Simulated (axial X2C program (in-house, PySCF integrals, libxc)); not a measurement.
Working with the constants of AlBr

A bond curve at the CCSD(T) level, two-component, was computed with an in-house all-electron X2C program for linear molecules (integrals from PySCF) (basis Br dyall-cv3z [8s9p6d4f1g], Al dyall-v3z [8s8p2d1f] (cores contracted in-house)) for the state Ω = 0 (closed shell). Its fit gives Re = 2.3169 Å, ωe = 378.4 cm⁻¹, ωexe = 1.31 cm⁻¹ and αe = 8.201e-04 cm⁻¹; the masses are 78.9183 and 26.9815 u. Two-component means X2C with spin–orbit coupling and atomic mean-field Coulomb and Gaunt terms.

Correlated methods: 10 electrons correlated (number of frozen shells: Br 3 s, 2 p, 1 d; Al 2 s, 1 p), 184 virtual spin orbitals or spinors in MP2, 90 natural virtuals in coupled cluster.

Q: Find the reduced mass, Be and the force constant.

A: From the CCSD(T) values: μ = 20.1071 u. Be = 16.8576/(μ Re²) = 0.1562 cm⁻¹. k = 5.8918×10⁻⁷ μ ωe² = 1.7 mdyn/Å.

Q: Estimate De from a Morse curve and compare with the computed well depth of 4.328 eV to Br + Al.

A: De(Morse) = ωe²/(4ωexe) = 3.388 eV against 4.328 eV computed, a ratio of 0.78. The extrapolation falls short: long-range attraction (ionic or ion–induced dipole) or a change of character along the curve can cause this.

Q: A Morse curve ties αe to the other constants (Pekeris). How well does that hold?

A: αe(Morse) = 6Be²/ωe × (√(ωexe/Be) − 1) = 7.334e-04 cm⁻¹; the CCSD(T) curve gives 8.201e-04 cm⁻¹, a ratio of 0.89.

Q: Where do the fundamental and the first overtone lie?

A: ν(1←0) = ωe − 2ωexe = 375.8 cm⁻¹; ν(2←0) = 2ωe − 6ωexe = 748.9 cm⁻¹.

Q: Estimate the centrifugal constant by the Kratzer relation.

A: D = 4Be³/ωe² = 1.06e-07 cm⁻¹.

One determinant describes the state; a PBE0 search over occupations chose it and may have missed a lower one. Dissociation energies refer to the lowest single-determinant-based atoms at the same level and basis. CCSD and (T) use frozen natural virtuals with an MP2 correction for the truncation; (T) itself is uncorrected, so its De runs slightly low.
